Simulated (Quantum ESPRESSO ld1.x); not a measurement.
The numbers below are computed, except where a source is named.
The aim is the cobalt ion Co2+ in [Ar] 3d7. This ld1.x (Quantum ESPRESSO 7.5) run was made with `OMP_NUM_THREADS=1 ld1.x < ld1.in > ld1.out`. Can the result be used? Name any fault.

```
 &input
    zed=27.0,
    iswitch=1,
    rel=1,
    lsd=1,
    dft='PZ',
    config='[Ar] 3d7 1p1',
    prefix='ld1',
    max_out_wfc=37,
    file_charge='ld1.rho',
 /
```

Output (excerpt):

```
     Program LD1 v.7.5 starts

 %%%%%%%%%%%%%%%%%%%%%%%%%%%%%%%%%%%%%%%%%%%%%%%%%%%%%%%%%%%%%%%%%%%%%%%%%%%%%%
     Error in routine el_config (7):
     main/angular quantum number mismatch
 %%%%%%%%%%%%%%%%%%%%%%%%%%%%%%%%%%%%%%%%%%%%%%%%%%%%%%%%%%%%%%%%%%%%%%%%%%%%%%

     stopping ...
```

Answer. No (refused). The line at issue: config='[Ar] 3d7 1p1'. The program stops in el_config with "main/angular quantum number mismatch": l must be smaller than n. The sound input gives -1389.8805 hartree.
